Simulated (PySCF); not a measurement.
Labels have come off several samples. The candidates:

A. meta-Chlorobenzaldehyde
B. SMILES C[Si]1(F)OC(=O)C(=O)O1
C. SMILES O=c1cccc(Cl)cc1

Spectrum 1. 1H NMR (400 MHz, computed): δ 0.73 (m, 3H). 13C{1H} NMR (computed): δ 156.2 (C), -4.5 (CH3).

Spectrum 2. 1H NMR (400 MHz, computed): δ 7.26 (m, 1H), 7.22 (m, 1H), 7.13 (m, 1H), 7.11 (m, 1H), 7.06 (m, 1H). 13C{1H} NMR (computed): δ 187.3 (C), 154.7 (C), 152.5 (CH), 152.4 (CH), 142.2 (CH), 140.1 (CH), 138.1 (CH).

Spectrum 3. 1H NMR (400 MHz, computed): δ 10.12 (s, 1H), 8.39 (d, 1H), 7.85 (m, 1H), 7.83 (s, 1H), 7.81 (m, 1H). 13C{1H} NMR (computed): δ 195.0 (CH), 146.7 (C), 142.2 (C), 141.1 (CH), 140.0 (CH), 135.7 (CH), 132.0 (CH).

PySCF calculation with shielding tensors at PBE0/pcSseg-1 (GIAO) and GFN2-xTB geometry; in vacuum, one averaged value for each set of equivalent atoms, a single conformation, no relativistic terms.

δ = σ(ref) − σ, references computed at the same level: TMS for 1H (σref 31.72), 13C (σref 186.93). Splittings of carbon signals by F and P are missing where no couplings were computed. Where no couplings were computed, multiplicities follow the n + 1 count of equivalent neighbours, and m marks all less simple cases (inequivalent or close neighbours, rings, F or P nearby). Shifts are as computed. Against solution values, carbons near 30 ppm lie about +3 ppm off and those near 130 ppm about +5 ppm; carbons on Cl a further +6 ppm. Of 1211 compounds with measured shifts, 218 miss one by over three times the rms of a fit or turn the order of signals round; such compounds aren't used in these exercises. Carbons bonded to Cl come out too deshielded.

Problem. Match each spectrum to its structure.

Solution. 1–B, 2–C, 3–A.

- Spectrum 1 (B): 2 13C signals; δC -4.5 is a methyl carbon bonded to Si; δH 0.73 is the hydrogen on a methyl carbon bonded to Si.
- Spectrum 2 (C): 7 13C signals; δC 187.3 is a ring carbonyl carbon; δC 154.7 is a unsaturated ring carbon.
- Spectrum 3 (A): 7 13C signals; δC 195.0 is an aldehyde carbonyl carbon; δC 140.0 is an aromatic CH.
